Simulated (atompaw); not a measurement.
Cutoff test, Pd (Z = 46), PAW (atompaw)

Pd (Z = 46), PAW, made with atompaw 4.2.0.5 (PBE, scalar-relativistic). Core [Ar] 3d10, reference 4s2 4p6 4d9 5s0 5p0 (charge +1). Waves: 4s (bound): rc 1.75 bohr; 5s (bound, empty): rc 2.10 bohr; 4p (bound): rc 1.70 bohr; 5p (bound, empty): rc 2.10 bohr; 4d (bound): rc 2.10 bohr; 4d channel at 2.8 Ry: rc 2.10 bohr. Local part: troulliermartins scheme with l = 3 at 0.5 Ry, radius 1.80 bohr. Core correction: smooth core density matched at 1.25 bohr. Augmentation charge: besselshape compensation charge, radius 1.55 bohr; PAW radius 2.10 bohr; waves and projectors: custom rrkj gramschmidtortho.

The pseudo-atom Hamiltonian at the reference potential is diagonalised in spherical Bessel functions j_l(qr) that vanish at 20 bohr, with q² up to the cutoff. All-electron valence levels (Ry): 4s -7.1060, 5s -0.8116, 4p -4.5911, 5p -0.4594, 4d -1.0741.

Problem. How do the lowest levels (Ry) of each channel move with the cutoff, and are there ghosts?

Solution.

```
cutoff (Ry)     s #1     s #2     p #1     p #2     p #3     d #1     d #2     f #1    f #2  Σ f·Δε (mRy)
          8  -6.4354  -0.8102  -0.4977  -0.1468  -0.0318  -0.2291  -0.0807  -0.0479  0.0522       33506.7
         15  -7.0858  -0.8114  -4.2705  -0.4593  -0.1361  -0.9640  -0.1449  -0.0479  0.0521        2955.3
         25  -7.1052  -0.8116  -4.5868  -0.4594  -0.1361  -1.0735  -0.1468  -0.0479  0.0520          33.1
         35  -7.1058  -0.8116  -4.5903  -0.4594  -0.1361  -1.0739  -0.1468  -0.0479  0.0520           7.2
         50  -7.1059  -0.8116  -4.5910  -0.4594  -0.1361  -1.0741  -0.1469  -0.0479  0.0519           1.1
         70  -7.1059  -0.8116  -4.5911  -0.4594  -0.1361  -1.0741  -0.1469  -0.0479  0.0519           0.4
        400  -7.1060  -0.8116  -4.5911  -0.4594  -0.1361  -1.0741  -0.1469  -0.0479  0.0519           0.0
```

Result: no extra level below or beside the all-electron valence levels (s, p, d, f tested); 10 mRy is reached at 35 Ry and 1 mRy at 55 Ry.
